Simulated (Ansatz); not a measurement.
F$_{5}$HSi$_{2}$ (`F[SiH](F)[Si](F)(F)F`). Total charge 0; spin multiplicity 1.

```json
{"atom": "F1", "x (Å)": "-1.697", "y (Å)": "0.847", "z (Å)": "1.203"}
{"atom": "Si2", "x (Å)": "-0.387", "y (Å)": "-0.043", "z (Å)": "1.120"}
{"atom": "F3", "x (Å)": "0.726", "y (Å)": "0.623", "z (Å)": "2.033"}
{"atom": "Si4", "x (Å)": "0.375", "y (Å)": "-0.008", "z (Å)": "-1.098"}
{"atom": "F5", "x (Å)": "1.704", "y (Å)": "-0.848", "z (Å)": "-1.246"}
{"atom": "F6", "x (Å)": "-0.697", "y (Å)": "-0.642", "z (Å)": "-2.067"}
{"atom": "F7", "x (Å)": "0.672", "y (Å)": "1.457", "z (Å)": "-1.598"}
{"atom": "H8", "x (Å)": "-0.694", "y (Å)": "-1.386", "z (Å)": "1.653"}
```

**Question.** Give the diagnostics of a CCSD(T)/def2-TZVPP run (frozen core, the Gaussian-basis code of Ansatz). (An estimate is asked.)

**Answer.** Computed: T1 = 0.0126, largest single amplitude 0.018, largest double 0.028, (T) share of the correlation energy 2.8 %, 9 CCSD cycles. The RHF solution is stable towards an unrestricted one. T1 lies under the customary mark of 0.02 for closed shells.
